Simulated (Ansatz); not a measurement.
Z-matrix (Å, degrees):
```
C
O 1 1.387
F 1 1.402 2 110.2
Ga 1 2.027 2 89.5 3 -109.6
H 1 1.091 2 109.6 3 116.3
C 2 1.443 1 108.5 3 91.8
H 4 1.563 1 146.0 2 -163.4
H 6 1.092 2 109.3 1 139.8
H 6 1.094 2 111.1 1 -100.1
```

Charge 0, multiplicity 1.

Question: List the CAM-B3LYP/def2-TZVPP orbital energies in eV (Ansatz 0.2.0). (An estimate is asked.)

Answer: Computed: Occupied: -10139.99, -1251.64, -1108.95, -1108.84, -1108.81, -672.91, -522.89, -281.55, -279.81, -151.94, -105.46, -105.15, -105.11, -34.47, -30.69, -25.24, -25.10, -25.08, -25.00, -24.91, -21.17, -18.80, -16.03, -15.58, -15.05, -13.54, -13.11, -12.89, -11.95, -9.92, -8.96, -8.59. Lowest empty: -0.92, 1.09, 1.26, 2.94, 3.17, 3.66, 3.86, 4.06.
